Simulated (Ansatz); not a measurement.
Consider the ligand exchange at a Mo–O bond: `[CH3][Mo](=[O])(=[O])[OH]` + HCl → `[CH3][Mo](=[O])(=[O])[Cl]` + H₂O.

Computed with Ansatz on PBE0-D4/def2-TZVP structures; ΔE is electronic, products minus reactants. CBS: MP2 limit from def2 TZ/QZ plus the TZ coupled-cluster correction, frozen cores. This one scheme is used for every species. Functionals use def2-TZVPP. def2 core potentials past Kr. For Mo outer-core shells are correlated without core-valence functions, which leaves a few kJ/mol of doubt a bond. One conformer a species, not always the lowest.

```tsv
level	ΔE (kJ/mol)	difference from CCSD(T)/CBS
LDA (SPW92)	-24.2	13.6
revPBE-D4	-30.6	7.2
BLYP-D4	-26.5	11.3
BHLYP-D4	-31.0	6.8
PBE-QIDH	-39.7	-1.9
BLYP	-23.6	14.2
CAM-B3LYP	-20.7	17.1
HF/def2-SVP	-20.7	17.1
CCSD/def2-SVP	-21.4	16.4
CCSD/CBS(def2)	-35.1	2.7
CCSD(T)/CBS	-37.8	0
```

Largest T1 diagnostic among the species: 0.025, so the coupled-cluster value is less sure than usual.

At CCSD(T), def2-SVP lies +15.3 kJ/mol from the extrapolated value and def2-TZVPP +5.5 kJ/mol. In def2-TZVPP, CCSD(T) changes the Hartree–Fock value by −6.1 kJ/mol (the triples alone add −2.7 kJ/mol) and MP2 by −24.4 kJ/mol. From BLYP to BHLYP (50 % exact exchange), in def2-TZVPP and without D4, ΔE moves by −3.8 kJ/mol.
